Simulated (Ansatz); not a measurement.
The first iterations of a band of C₂H₉BO (13 atoms, charge 0, multiplicity 1).

Method: RKS PBE/6-31G* (Ansatz).

```json
{
  "movable images": "9",
  "climbing image": "yes",
  "spring": "5.0 eV/Å²",
  "optimiser": "quadratic models (default)",
  "start path": "through a guess of the saddle point",
  "force threshold": "0.05 eV/Å",
  "iteration limit": "60",
  "end points": "relaxed"
}
```

First end point:

```xyz
13
Properties=species:S:1:pos:R:3
B -0.227 -0.272 0.455
C 0.163 0.319 1.895
H -0.533 0.034 2.711
H 1.188 0.064 2.222
H 0.115 1.423 1.841
H 0.579 -0.105 -0.444
H -1.393 -0.115 0.112
O -0.132 -1.960 0.665
C -0.653 -2.725 -0.453
H -0.569 -3.799 -0.226
H -1.694 -2.436 -0.669
H -0.014 -2.462 -1.306
H -0.679 -2.142 1.460
```

Last end point:

```xyz
13
Properties=species:S:1:pos:R:3
B -0.352 -0.449 -1.335
C 0.257 -0.209 2.845
H -0.340 -0.970 3.372
H 1.182 -0.017 3.408
H -0.325 0.722 2.769
H 0.482 0.375 -1.617
H -1.524 -0.342 -1.629
O 0.091 -1.533 -0.655
C -0.796 -2.588 -0.263
H -0.753 -2.690 0.833
H -1.834 -2.382 -0.578
H -0.447 -3.527 -0.723
H 0.510 -0.567 1.835
```

| iteration | highest image above the first end (eV) | largest band force component (eV/Å) |
| --- | --- | --- |
| 1 | 6.390 | 16.568 |
| 2 | 2.374 | 4.294 |
| 3 | 2.260 | 1.897 |
| 4 | 1.822 | 3.717 |
| 5 | 1.394 | 3.932 |
| 6 | 1.261 | 3.220 |
| 7 | 1.053 | 2.109 |

Q: Does the band converge within its limit, and where does its top end?

A: The forces met the threshold. It ended after 22 iterations with the highest image 0.939 eV above the first end. Neighbouring images differ by up to 1.6 eV, so the band resolves the path poorly. A vibrational analysis at the climbing image gives one clearly imaginary mode, 1207i cm⁻¹: a first-order saddle point. The orbitals stay closed-shell, which can raise the energy where a bond breaks towards radicals; this wasn't checked here.

Run time: 8.9 min on 1 thread of Arm Neoverse V1, with other jobs on the host, peak memory 0.12 GiB.
